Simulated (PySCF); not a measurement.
Computed with r2SCAN-D4/def2-TZVP // B3LYP-D3(BJ)/def2-SVP (PySCF). Gas-phase values, no solvent. One relaxed conformer stands for a flexible species; it need not be the lowest. 

Reference species (SMILES): `[SH][GeH2][GeH2][GeH2][SH]` (neutral, multiplicity 1).

| Quantity | Value |
|---|---|
| S1 oscillator strength | 0.194 |
| HOMO–LUMO gap | 4.29 eV |

Changed species: `[SH][GeH2][GeH2][GeH2][GeH2][SH]` (n = 4; the reference has n = 3).

Q: Give the shifts of the S1 oscillator strength and HOMO–LUMO gap.

A: the S1 oscillator strength rises by 0.185, to 0.379; the HOMO–LUMO gap decreases by 0.08 eV, to 4.21 eV.
